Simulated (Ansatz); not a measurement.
Isolated molecules relaxed with PBE0-D4/def2-TZVP in Ansatz; ΔE leaves out vibrations. CCSD(T)/CBS is the MP2 limit (def2-TZVPP, def2-QZVPP) plus CCSD(T) − MP2 in def2-TZVPP, frozen cores. This one scheme is used for every species. Functionals use def2-TZVPP. Each species was taken in one conformer, which may not be the lowest.

`[SiH3][SiH2]B1C[SiH2]1` + HCl → `ClB1C[SiH2]1` + `[SiH3][SiH3]`  (cleavage of the B–Si bond)

```
             level  ΔE (kcal/mol)
RPA@PBE/def2-TZVPP          -17.2
     MP2/CBS(def2)          -17.9
```

Task: What does CCSD(T)/CBS give? (Estimate.)

Result: Ansatz gave: -17.2 kcal/mol. The listed levels differ from it by 0.0, -0.7 kcal/mol.

Largest T1 diagnostic among the species: 0.015.

The D4 term adds +1.5 kcal/mol with B3LYP and +1.0 kcal/mol with PBE0; it sums over pairs of atoms, weighted by their polarisabilities, and B3LYP, whose exchange is more repulsive, gets the larger term. In def2-TZVPP, CCSD(T) changes the Hartree–Fock value by +6.5 kcal/mol (the triples alone add +0.9 kcal/mol) and MP2 by +5.7 kcal/mol. At CCSD(T), def2-SVP lies −2.9 kcal/mol from the extrapolated value and def2-TZVPP −0.1 kcal/mol.

CCSD(T)/CBS has its own doubt, a few kJ/mol and more with outer-core shells, so smaller differences from it don't rank the levels.

B3LYP here is the variant with VWN-RPA as its local correlation; programs differ in this.
